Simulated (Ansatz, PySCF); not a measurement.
Process, species as SMILES: C[SiH](C)[SiH2]Cl → C[SiH](C)[SiH2] + Cl atom (the Cl-Si bond at the site shown breaks; other sites are not compared here)
Each molecule is optimised on its own at B3LYP-D3(BJ)/def2-TZVP (Ansatz, a quantum-chemistry and plane-wave program), one conformer each, not searched for the lowest.

Wanted: bond dissociation energy (enthalpy at 298 K, with B3LYP-D3(BJ) rigid-rotor harmonic-oscillator terms from PySCF), in kcal/mol. Correlated levels leave the core frozen unless marked. UHF or UKS for open shells. No spin-orbit coupling. No relativistic terms. CBS(X,Y): correlation extrapolated as X^-3; Hartree-Fock from the larger set.

```csv
level,program,bond dissociation energy (kcal/mol)
MP2/6-31G,Ansatz,69.7
MP2/cc-pV(T+d)Z,Ansatz,108.3
SCS-MP2/cc-pV(D+d)Z,Ansatz,98.1
SCS-MP2/aug-cc-pV(T+d)Z,Ansatz,107.1
```

Problem. Estimate the value at CCSD(T)/CBS(cc-pV(T+d)Z,cc-pV(Q+d)Z) as computed with Ansatz.

Solution. 108.0 kcal/mol, so SCS-MP2/aug-cc-pV(T+d)Z differs from it by -0.9 kcal/mol.
